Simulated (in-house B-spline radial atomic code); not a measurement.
Inner levels of calcium as electrons are removed. A shift is the extra binding of the orbital against the neutral atom ([Ar] 4s2). Computed with a radial B-spline atomic code at the basis-set limit: non-relativistic Hartree-Fock, average of the configuration, point nuclei.

```tsv
ion	configuration	shift of 1s (eV)	radius of 1s (bohr)	Σ<r²> (bohr²)	change of density at nucleus (bohr⁻³)
Ca	[Ar] 4s2	0	0.077301	56.566	-
Ca+	[Ar] 4s1	6.6839	0.077301	31.25	-0.93067
Ca2+	[Ne] 3s2 3p6	15.01	0.077301	15.432	-2.9152
Ca3+	[Ne] 3s2 3p5	36.059	0.077297	12.605	0.76914
Ca4+	[Ne] 3s2 3p4	59.226	0.077291	10.219	4.9632
Ca5+	[Ne] 3s2 3p3	84.445	0.077283	8.1676	9.6607
Ca6+	[Ne] 3s2 3p2	111.67	0.077275	6.3802	14.86
Ca7+	[Ne] 3s2 3p1	140.86	0.077264	4.8072	20.563
Ca8+	[Ne] 3s2	171.99	0.077252	3.4124	26.773
Ca9+	[Ne] 3s1	204.24	0.077249	2.194	-4.0895
Ca10+	[He] 2s2 2p6	238.03	0.077246	1.0837	-38.971
Ca11+	[He] 2s2 2p5	327.8	0.077153	0.90959	-17.143
Ca12+	[He] 2s2 2p4	421.96	0.07705	0.75305	6.056
Ca13+	[He] 2s2 2p3	520.48	0.076936	0.61178	30.64
Ca14+	[He] 2s2 2p2	623.33	0.076811	0.48391	56.623
Ca15+	[He] 2s2 2p1	730.46	0.076675	0.36786	84.017
Ca16+	[He] 2s2	841.83	0.076527	0.26227	112.84
Ca17+	[He] 2s1	940.74	0.076511	0.13517	-132.04
Ca18+	1s2	1042.27	0.076435	0.015617	-394.56
Ca19+	1s1	1377.88	0.075	0.0075	-2773.13
```
